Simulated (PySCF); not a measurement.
## ReH₅, singlet: molecular constants

Method: PBE0/[Re def2-TZVP with ECP60, H def2-TZVP], scalar-relativistic core potentials, density fitting, no spin–orbit coupling, PySCF.

The structure is a minimum.

* Point group: Cs
* Bond lengths: Re–H 1.602 Å (×2), Re–H 1.632 Å, Re–H 1.647 Å (×2)
* Bond angles: H–Re–H 51.1°, H–Re–H 65.0° (×2), H–Re–H 79.2° (×2), H–Re–H 108.8° (×2), H–Re–H 118.6° (×2), H–Re–H 119.3°
* Enthalpy at 298.15 K above 0 K: 12.90 kJ/mol
* Lowest empty level: -2.16 eV
* Rotational symmetry number: 1
* Rotational constants: 2.049, 1.934, 1.761 cm⁻¹
* Dipole moment: 2.16 D
* Principal polarisabilities: 42.1, 44.7, 50.2 bohr³
* Entropy at 298.15 K and 1 bar: 265.6 J/(mol K)
* Atomisation energy without zero-point energy: 1272 kJ/mol
* Zero-point energy: 96.5 kJ/mol
* Heat capacity Cp at 298.15 K: 57.8 J/(mol K)
* Principal quadrupole moments (Buckingham, traceless) about the centre of mass: -2.33, -0.25, 2.59 D Å
* Highest occupied level: -5.77 eV

Harmonic modes (masses in u: Re 186.956, H 1.008):
```
symmetry  ω (cm⁻¹)  IR (km/mol)     type
     a''       238          7.0     bend
      a'       349         46.2     bend
      a'       776         26.0     bend
     a''       883         93.8     bend
      a'       926         50.0     bend
     a''       977          2.6     bend
      a'       990         51.4     bend
     a''      2133          164  stretch
      a'      2136         51.3  stretch
      a'      2153          100  stretch
      a'      2269         16.9  stretch
     a''      2301         12.3  stretch
```

Charges (e):
```csv
atom,Mulliken,Löwdin,polar tensor,Mayer order to Re1
Re1,-0.16,-0.12,0.52,–
"H2,5",-0.03,-0.02,-0.17,0.98
"H3,4",0.11,0.08,0.01,0.88
H6,0.01,-0.01,-0.18,1.01
```

Mulliken populations on Re1 (electrons outside its core potential): s 2.75, p 6.37, d 6.01, f 0.03.

Stability towards spin polarisation was not tested. Only a few start shapes were tried, so a lower isomer may exist. Spin–orbit coupling, left out here, can matter for elements this heavy.

The final relaxation and frequency run took 51 s on 2 threads of a shared Arm Neoverse V1 host, with 70 basis functions and 21 gradients; the process peaked at 1.1 GiB. Launch command: `OMP_NUM_THREADS=2 python axn.py task.json out`.
